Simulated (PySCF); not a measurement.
**Frontier orbitals and the lowest excitations**

Compound: C3F5OP.
SMILES with atom numbers: `[O:1]=[C:2]=[P:3][C:4]([F:5])([F:6])[C:7]([F:8])([F:9])[F:10]`

Geometry (GFN2-xTB, Å), atoms numbered from 1 in this order:
```xyz
10
C3F5OP angstrom
O      2.8925   -0.0484    0.7616
C      2.0944    0.3519    0.0354
P      1.1031    0.9972   -1.1253
C     -0.4822    0.7042   -0.0951
F     -0.3911    1.1935    1.1600
F     -1.4876    1.3720   -0.6957
C     -0.8585   -0.7896   -0.0249
F     -0.9113   -1.3046   -1.2540
F      0.0756   -1.4669    0.6508
F     -2.0260   -1.0046    0.5647
```

Computed with TDDFT B3LYP/def2-SVPD, vertical, gas phase, core orbitals frozen in the response in PySCF 2.14.0, density-fitted response routines.

Frontier orbitals with the atoms that hold most of them (Löwdin shares over 4%, at most four atoms; ? is withheld):

```json
{"orbital": "LUMO+2", "ε (eV)": "-0.42", "atoms": "P3 44%, C4 15%, C2 11%, F6 8%"}
{"orbital": "LUMO+1", "ε (eV)": "-1.52", "atoms": "C2 33%, P3 32%, O1 23%, C4 5%"}
{"orbital": "LUMO", "ε (eV)": "?", "atoms": "C2 37%, O1 28%, P3 19%, C4 10%"}
{"orbital": "HOMO", "ε (eV)": "-7.45", "atoms": "?"}
{"orbital": "HOMO-1", "ε (eV)": "-9.41", "atoms": "?"}
{"orbital": "HOMO-2", "ε (eV)": "-11.23", "atoms": "P3 27%, F6 18%, C4 11%, F5 10%"}
{"orbital": "HOMO-3", "ε (eV)": "-12.22", "atoms": "F8 25%, F6 24%, F9 19%, F10 16%"}
```

**Question.** Which atoms hold the HOMO-1, and with what shares?

**Answer.** P3 (bonded to 2 C) 45%; C4 (bonded to C, 2 F and P) 15%; F5 (bonded to C) 11%; C2 (bonded to O and P) 10%. By element: phosphorus 45%, carbon 24% or more, fluorine 11% or more.

**Question.** Give the leading atoms of the HOMO.

**Answer.** P3 (bonded to 2 C) 48%; C2 (bonded to O and P) 24%; O1 (bonded to C) 15%; C4 (bonded to C, 2 F and P) 6%. By element: phosphorus 48%, carbon 30% or more, oxygen 15%.

**Question.** What is the LUMO energy, and the HOMO–LUMO gap?

**Answer.** ε(LUMO) = -3.07 eV; the gap is 4.38 eV (0.1609 hartree).

**Question.** The HOMO–LUMO gap is 4.38 eV. Where does the response calculation put the lowest singlet, and from which orbitals?

**Answer.** S1 is at 2.89 eV (f = 0.0006), 1.49 eV below the gap, made of HOMO→LUMO (100%). Without the coupling terms of the response equations the lowest excitation would equal the gap.

**Question.** Give energy, strength and leading configuration of S1, S5 and S7, and follow the Löwdin shares of the leading atoms from the occupied to the empty orbital.

**Answer.** 
- S1 (2.89 eV, f 0.0006), HOMO→LUMO (100%): P3 48% → 19%, C2 24% → 37%, O1 15% → 28%
- S5 (6.72 eV, f 0.030), HOMO-1→LUMO+1 (89%): P3 45% → 32%, C4 15% → 5%, C2 10% → 33%
- S7 (7.22 eV, f 0.055), HOMO-2→LUMO (77%): P3 27% → 19%, F6 18% → at most 7%, C2 at most 11% → 37%, O1 at most 11% → 28%

One conformer stands for the species.
